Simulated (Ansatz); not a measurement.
CH$_{2}$ClI (`ClCI`): measurement beside calculation (Ansatz, PBE0-D4/def2-TZVP geometry).

Z-matrix (Å, degrees):
```
C
Cl 1 1.754
I 1 2.135 2 113.9
H 1 1.085 2 109.1 3 -118.9
H 1 1.085 2 109.1 3 118.9
```

Measured: 9.71 ± 0.01 eV (ionisation energy: adiabatic ionisation onset to the cation ground state, synchrotron photoionisation efficiency curve). Source: VUV Photofragmentation of Chloroiodomethane: The Iso-CH2I–Cl and Iso-CH2Cl–I Radical Cation Formation, 2020 (pmc:8010789).

```csv
level,vertical IE (eV),minus measured (eV)
PBE-D4/def2-TZVPP,9.66,-0.05
r2SCAN-D4/def2-TZVPP,9.81,0.10
PBE0-D4/def2-TZVPP,9.90,0.19
B3LYP-D4/def2-TZVPP,9.93,0.22
ωB97X-V/def2-TZVPP,10.00,0.29
ωB97M-V/def2-TZVPP,9.92,0.21
B2PLYP/def2-TZVPP,9.94,0.23
HF/def2-TZVPP,9.05,-0.66
MP2/def2-TZVPP,10.04,0.33
CCSD/def2-TZVPP,9.88,0.17
CCSD(T)/def2-TZVPP,9.92,0.21
HF/def2-QZVPP,9.04,-0.67
MP2/def2-QZVPP,10.17,0.46
HF/CBS(def2),9.04,-0.67
MP2/CBS(def2),10.27,0.56
CCSD/CBS(def2),10.11,0.40
CCSD(T)/CBS(def2),10.15,0.44
"−ε(HOMO), LDA (SPW92)",6.61,-3.10
"−ε(HOMO), PBE",6.46,-3.25
"−ε(HOMO), revPBE",6.41,-3.30
"−ε(HOMO), BLYP",6.29,-3.42
"−ε(HOMO), r2SCAN",6.75,-2.96
"−ε(HOMO), B97M-V",6.77,-2.94
"−ε(HOMO), PBE0",7.64,-2.07
"−ε(HOMO), B3LYP",7.39,-2.32
"−ε(HOMO), r2SCANh",7.18,-2.53
"−ε(HOMO), r2SCAN0",7.83,-1.88
"−ε(HOMO), HSE06",7.24,-2.47
"−ε(HOMO), BHLYP",8.64,-1.07
"−ε(HOMO), CAM-B3LYP",8.93,-0.78
"−ε(HOMO), LC-ωPBE",10.30,0.59
"−ε(HOMO), ωB97X-V",9.95,0.24
"−ε(HOMO), ωB97M-V",9.82,0.11
```

Computed values are vertical and leave out zero-point energy and spin–orbit coupling, so an adiabatic measurement lies lower by the cation's relaxation.

B3LYP here is the variant with VWN-RPA as its local correlation; programs differ in this.
